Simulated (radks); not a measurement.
Results of a calculation; reference values are marked as such.
Problem. These are the eigenvalues of the occupied orbitals of an atom or ion with whole-number occupations (hartree). Code: a radial shooting solver on a logarithmic mesh with Libxc functionals. Model: Dirac Kohn-Sham, relativistic LDA (MacDonald-Vosko exchange, VWN5 correlation), spin-unpolarised, spherical densities, finite nucleus; Fermi nuclear charge, rms radius of each element as measured or else 0.836 A^(1/3) + 0.57 fm.

orbital  eigenvalue
1s1/2     -238.1823
2s1/2     -30.39344
2p1/2     -26.53740
2p3/2     -26.15688
3s1/2      -6.04714
3p1/2      -4.91845
3p3/2      -4.86568
3d3/2      -3.04730

Which element is it, and in what charge state? The configuration may be excited. Open shells, if any, fill j = l - 1/2 first.

Solution. Z = 25, manganese, charge +5: Mn5+ in [Ar] 3d2. The list shows which subshells hold electrons but not how many an open one holds; the 1s level, -238.18 hartree, gives Z - s = 21.8 by -(Z - s)^2/2, which with screening and relativity narrows Z to a few neighbours, and the depths of the outer levels then fix element, charge and occupations together.
